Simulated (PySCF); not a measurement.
hexachlorodisiloxane (Cl6OSi2), singlet, at a GFN2-xTB geometry; PySCF with MP2/STO-3G.

The PySCF input:
```python
from pyscf import gto, scf, mp

mol = gto.Mole()
mol.atom = '''
    Cl    2.25161787    0.11558785   -1.77772796
    Si    1.56528168    0.36778438    0.07993072
    Cl    2.56435863   -0.72295361    1.41720803
    Cl    1.47891432    2.29790753    0.58709745
    O     0.04941703   -0.20957542    0.10145374
    Si   -1.55065934   -0.42979707   -0.04991088
    Cl   -2.08761438    0.28356227   -1.83676581
    Cl   -2.41439682    0.57475041    1.44354087
    Cl   -1.82817662   -2.39916145    0.09418226
'''
mol.basis = 'sto-3g'
mol.verbose = 4
mol.build()

mf = scf.UHF(mol)
mf.kernel()

pt = mp.MP2(mf)
pt.kernel()
print('E(MP2) = %.10f' % pt.e_tot)
mf.analyze()
```

The log (banner, timings and long lists left out):

```
PySCF version 2.14.0

[INPUT] verbose = 4
[INPUT] num. atoms = 9
[INPUT] num. electrons = 138
[INPUT] charge = 0
[INPUT] spin (= nelec alpha-beta = 2S) = 0
[INPUT] symmetry False subgroup None
[INPUT] Mole.unit = angstrom
[INPUT] Symbol           X                Y                Z      unit          X                Y                Z       unit  Magmom
[...]
nuclear repulsion = 1360.86566027566
number of shells = 43
number of NR pGTOs = 231
number of NR cGTOs = 77
basis = sto-3g
ecp = {}

******** <class 'pyscf.scf.uhf.UHF'> ********
method = UHF
initial guess = minao
damping factor = 0
level_shift factor = 0
DIIS = <class 'pyscf.scf.diis.CDIIS'>
diis_start_cycle = 1
diis_space = 8
diis_damp = 0
SCF conv_tol = 1e-09
SCF conv_tol_grad = None
SCF max_cycles = 50
direct_scf = True
direct_scf_tol = 1e-13
number electrons alpha = 69  beta = 69
Set gradient conv threshold to 3.16228e-05
init E= -3371.20192620666
cycle= 1 E= -3372.72380846087  delta_E= -1.52  |g|= 0.472  |ddm|= 3.02
cycle= 2 E= -3372.89059741395  delta_E= -0.167  |g|= 0.148  |ddm|= 1.04
cycle= 3 E= -3372.90397909182  delta_E= -0.0134  |g|= 0.0238  |ddm|= 0.244
cycle= 4 E= -3372.90451204873  delta_E= -0.000533  |g|= 0.00629  |ddm|= 0.0519
cycle= 5 E= -3372.90457223033  delta_E= -6.02e-05  |g|= 0.00134  |ddm|= 0.0206
cycle= 6 E= -3372.90457540745  delta_E= -3.18e-06  |g|= 0.000467  |ddm|= 0.00454
cycle= 7 E= -3372.90457590316  delta_E= -4.96e-07  |g|= 0.000135  |ddm|= 0.00203
cycle= 8 E= -3372.90457594655  delta_E= -4.34e-08  |g|= 1.73e-05  |ddm|= 0.000738
cycle= 9 E= -3372.90457594714  delta_E= -5.9e-10  |g|= 4.36e-06  |ddm|= 7.27e-05
Extra cycle  E= -3372.90457594717  delta_E= -2.55e-11  |g|= 2.26e-06  |ddm|= 1.28e-05
converged SCF energy = -3372.90457594717  <S^2> = 8.3758778e-11  2S+1 = 1

******** <class 'pyscf.mp.ump2.UMP2'> ********
nocc = (np.int64(69), np.int64(69)), nmo = (77, 77)
E(UMP2) = -3373.03593643508  E_corr = -0.131360487910207
E(SCS-UMP2) = -3373.03695227549  E_corr = -0.132376328322332
E_corr(same-spin) = -0.0291418351960581
E_corr(oppo-spin) = -0.102218652714149
E(MP2) = -3373.0359364351
**** SCF Summaries ****
Total Energy =                       -3372.904575947167359
Nuclear Repulsion Energy =            1360.865660275660957
One-electron Energy =                -7388.517018699745677
Two-electron Energy =                 2654.746782476916906
Two-electron Coulomb Energy =         2869.937150140175618
DFT Exchange-Correlation Energy =     -215.190367663258712
**** MO energy ****
                             alpha | beta                alpha | beta
[...]
To work with the spin densities directly, `use mulliken_meta_spin()` only printing them here.

 ** Mulliken spin pop alpha/beta on meta-lowdin orthogonal AOs **
 ** Mulliken Spin Density (per AO)  **
spin_pop of  0 Cl 1s        0.00000
spin_pop of  0 Cl 2s        0.00000
spin_pop of  0 Cl 3s       -0.00000
spin_pop of  0 Cl 2px       0.00000
spin_pop of  0 Cl 2py      -0.00000
spin_pop of  0 Cl 2pz      -0.00000
spin_pop of  0 Cl 3px      -0.00000
spin_pop of  0 Cl 3py      -0.00000
spin_pop of  0 Cl 3pz      -0.00000
spin_pop of  1 Si 1s        0.00000
spin_pop of  1 Si 2s       -0.00000
spin_pop of  1 Si 3s        0.00000
spin_pop of  1 Si 2px       0.00000
spin_pop of  1 Si 2py      -0.00000
spin_pop of  1 Si 2pz       0.00000
spin_pop of  1 Si 3px       0.00000
spin_pop of  1 Si 3py      -0.00000
spin_pop of  1 Si 3pz       0.00000
spin_pop of  2 Cl 1s        0.00000
spin_pop of  2 Cl 2s        0.00000
spin_pop of  2 Cl 3s        0.00000
spin_pop of  2 Cl 2px      -0.00000
spin_pop of  2 Cl 2py      -0.00000
spin_pop of  2 Cl 2pz      -0.00000
spin_pop of  2 Cl 3px      -0.00000
spin_pop of  2 Cl 3py      -0.00000
spin_pop of  2 Cl 3pz      -0.00000
spin_pop of  3 Cl 1s       -0.00000
spin_pop of  3 Cl 2s        0.00000
spin_pop of  3 Cl 3s       -0.00000
spin_pop of  3 Cl 2px       0.00000
spin_pop of  3 Cl 2py       0.00000
spin_pop of  3 Cl 2pz       0.00000
spin_pop of  3 Cl 3px      -0.00000
spin_pop of  3 Cl 3py       0.00000
spin_pop of  3 Cl 3pz       0.00000
spin_pop of  4 O 1s        0.00000
spin_pop of  4 O 2s        0.00000
spin_pop of  4 O 2px       0.00000
spin_pop of  4 O 2py      -0.00000
spin_pop of  4 O 2pz       0.00000
spin_pop of  5 Si 1s        0.00000
spin_pop of  5 Si 2s       -0.00000
spin_pop of  5 Si 3s        0.00000
spin_pop of  5 Si 2px      -0.00000
spin_pop of  5 Si 2py       0.00000
spin_pop of  5 Si 2pz      -0.00000
spin_pop of  5 Si 3px       0.00000
spin_pop of  5 Si 3py       0.00000
spin_pop of  5 Si 3pz      -0.00000
spin_pop of  6 Cl 1s       -0.00000
spin_pop of  6 Cl 2s        0.00000
spin_pop of  6 Cl 3s       -0.00000
spin_pop of  6 Cl 2px       0.00000
spin_pop of  6 Cl 2py       0.00000
spin_pop of  6 Cl 2pz       0.00000
spin_pop of  6 Cl 3px       0.00000
spin_pop of  6 Cl 3py       0.00000
spin_pop of  6 Cl 3pz       0.00000
spin_pop of  7 Cl 1s        0.00000
spin_pop of  7 Cl 2s        0.00000
spin_pop of  7 Cl 3s       -0.00000
spin_pop of  7 Cl 2px      -0.00000
spin_pop of  7 Cl 2py       0.00000
spin_pop of  7 Cl 2pz      -0.00000
spin_pop of  7 Cl 3px      -0.00000
spin_pop of  7 Cl 3py      -0.00000
spin_pop of  7 Cl 3pz      -0.00000
spin_pop of  8 Cl 1s        0.00000
spin_pop of  8 Cl 2s        0.00000
spin_pop of  8 Cl 3s        0.00000
spin_pop of  8 Cl 2px      -0.00000
spin_pop of  8 Cl 2py      -0.00000
spin_pop of  8 Cl 2pz      -0.00000
spin_pop of  8 Cl 3px      -0.00000
spin_pop of  8 Cl 3py      -0.00000
spin_pop of  8 Cl 3pz      -0.00000
 ** Mulliken Spin Density (per atom)  **
spin density of  0 Cl =     -0.00000
spin density of  1 Si =      0.00000
spin density of  2 Cl =     -0.00000
spin density of  3 Cl =      0.00000
spin density of  4 O =      0.00000
spin density of  5 Si =      0.00000
spin density of  6 Cl =      0.00000
spin density of  7 Cl =     -0.00000
spin density of  8 Cl =     -0.00000
 ** Mulliken pop alpha/beta on meta-lowdin orthogonal AOs **
 ** Mulliken pop       alpha | beta **
In total            69.00000 | 69.00000
 ** Mulliken atomic charges   ( Nelec_alpha | Nelec_beta ) **
charge of  0Cl =     -0.25018  (     8.62509      8.62509 )
charge of  1Si =      1.00209  (     6.49896      6.49895 )
charge of  2Cl =     -0.24627  (     8.62313      8.62314 )
charge of  3Cl =     -0.25233  (     8.62617      8.62617 )
charge of  4O =     -0.50661  (     4.25330      4.25330 )
charge of  5Si =      1.00209  (     6.49896      6.49895 )
charge of  6Cl =     -0.25233  (     8.62617      8.62617 )
charge of  7Cl =     -0.25018  (     8.62509      8.62509 )
charge of  8Cl =     -0.24627  (     8.62313      8.62314 )
Dipole moment(X, Y, Z, Debye):  0.01390, -0.05893,  0.02853
```
